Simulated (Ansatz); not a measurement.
Reaction (cleavage of the Ge–Si bond): `[GeH3][SiH2][GeH3]` + H–F → `[F][GeH3]` + `[SiH3][GeH3]`

Isolated molecules relaxed with PBE0-D4/def2-TZVP in Ansatz; ΔE leaves out vibrations. CCSD(T)/CBS adds triple-zeta CCSD(T) − MP2 to the extrapolated MP2 energy (def2 sets, frozen cores). This one scheme is used for every species. DFT in def2-TZVPP. For Ge outer-core shells are correlated without core-valence functions, which leaves a few kJ/mol of doubt a bond. Scalar relativity is left out up to krypton.

**Question.** Is it downhill or uphill in electronic energy at CCSD(T)/CBS, and by how much? (An estimate is asked.)

**Answer.** The calculation gave: Downhill: ΔE = -5.7 kcal/mol.

**Question.** What do these levels give: PBE0-D4, CAM-B3LYP, MP2/def2-TZVPP, CCSD(T)/def2-TZVPP, MP2/def2-QZVPP, HF/CBS(def2)? (Best estimate.)

**Answer.** Ansatz gave: PBE0-D4 -4.5, CAM-B3LYP -11.7, MP2/def2-TZVPP -6.8, CCSD(T)/def2-TZVPP -7.0, MP2/def2-QZVPP -6.4, HF/CBS(def2) -16.4 kcal/mol.

Largest T1 diagnostic among the species: 0.012.

In def2-TZVPP, CCSD(T) changes the Hartree–Fock value by +8.6 kcal/mol (the triples alone add +0.9 kcal/mol) and MP2 by +8.7 kcal/mol. Leaving LDA and LC-ωPBE aside and taking each functional with its dispersion term where it has one, the values, not all of them listed here, spread over 5.8 kcal/mol, from CAM-B3LYP-D4 to HSE06-D4. LDA lies +2.5 kcal/mol from PBE without D4. The D4 term adds +2.3 kcal/mol with B3LYP and +1.3 kcal/mol with PBE0; it sums over pairs of atoms, weighted by their polarisabilities, and B3LYP, whose exchange is more repulsive, gets the larger term.

B3LYP here is the variant with VWN-RPA as its local correlation; programs differ in this.
